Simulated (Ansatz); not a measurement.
Geometry optimisation, DFT PBEsol, scalar-relativistic, plane waves, PAW (Ansatz).

input.yaml

```yaml
accuracy: low
crystal:
  lattice:
    - [0.0, 5.43, 5.43]
    - [5.43, 0.0, 5.43]
    - [5.43, 5.43, 0.0]
  atoms:
    - { symbol: Si, position: [0.0, 0.0, 0.0] }
    - { symbol: Si, position: [0.125, 0.125, 0.125] }
    - { symbol: Si, position: [0.0, 0.0, 0.5] }
    - { symbol: Si, position: [0.125, 0.125, 0.625] }
    - { symbol: Si, position: [0.0, 0.5, 0.0] }
    - { symbol: Si, position: [0.125, 0.625, 0.125] }
    - { symbol: Si, position: [0.0, 0.5, 0.5] }
    - { symbol: Si, position: [0.125, 0.625, 0.625] }
    - { symbol: Si, position: [0.5, 0.0, 0.0] }
    - { symbol: Si, position: [0.625, 0.125, 0.125] }
    - { symbol: Si, position: [0.5, 0.0, 0.5] }
    - { symbol: Si, position: [0.625, 0.125, 0.625] }
    - { symbol: Si, position: [0.5, 0.5, 0.0] }
    - { symbol: Si, position: [0.625, 0.625, 0.125] }
    - { symbol: Si, position: [0.5, 0.5, 0.5] }
    - { symbol: Si, position: [0.625, 0.625, 0.625] }
    - { symbol: As, position: [0.8651024, 0.377787, 0.8818331], spin: 1.0 }
magnetization:
  spin_polarized: true
basis:
  ecutwfc: 420.0
kpoints:
  mp_grid: { grid: [2, 2, 2] }
hamiltonian:
  xc: pbesol
  pseudopotentials: { kind: paw, azcp: { folder: soft_1 } }
scf:
  occupations: { method: fermi_dirac, width: 0.02 }
  lower_state_search: "off"
relax:
  f_tol: 0.08
  max_steps: 25
  adjacent_minimum: "off"
```

Launched with:

```bash
$ ansatz run input.yaml --threads 2 --pin off --max-ram 5120MiB --backend cpu --events-out ev --progress --plain --runs-dir out
```

Question: Where does it end, and by what steps?

Answer: The run converged. The force dipped under the threshold on the way, but the program's further checks kept it going. Limits of this set-up: coarse k mesh, PAW files made for another functional, low accuracy level. After 3 steps the energy has fallen by 0.379 eV; Si13 moved furthest, 0.09 Å.

```json
{"step": "0", "energy less start (eV)": "0.0000", "largest force component (eV/Å)": "1.215", "accepted": "yes"}
{"step": "1", "energy less start (eV)": "-0.3396", "largest force component (eV/Å)": "0.428", "accepted": "yes"}
{"step": "2", "energy less start (eV)": "-0.3787", "largest force component (eV/Å)": "0.048", "accepted": "yes"}
{"step": "3", "energy less start (eV)": "-0.3787", "largest force component (eV/Å)": "0.048", "accepted": "yes"}
```

```xyz
17
Lattice="0.0000 5.4300 5.4300 5.4300 0.0000 5.4300 5.4300 5.4300 0.0000" Properties=species:S:1:pos:R:3
Si -0.042 0.042 -0.039
Si 1.357 1.400 1.359
Si 2.726 2.706 -0.010
Si 4.033 4.074 1.358
Si 2.756 0.045 2.760
Si 4.089 1.353 4.061
Si 5.392 2.679 2.753
Si 6.787 4.074 4.113
Si -0.016 2.697 2.731
Si 1.357 4.072 4.025
Si 2.731 5.443 2.727
Si 4.068 6.789 4.076
Si 2.767 2.661 5.377
Si 4.120 4.072 6.788
Si 5.417 5.444 5.413
Si 6.788 6.741 6.786
As 6.809 9.495 6.771
```

Run time: 27 s on 2 threads of Arm Neoverse V2, on a shared host, peak memory 0.72 GiB.
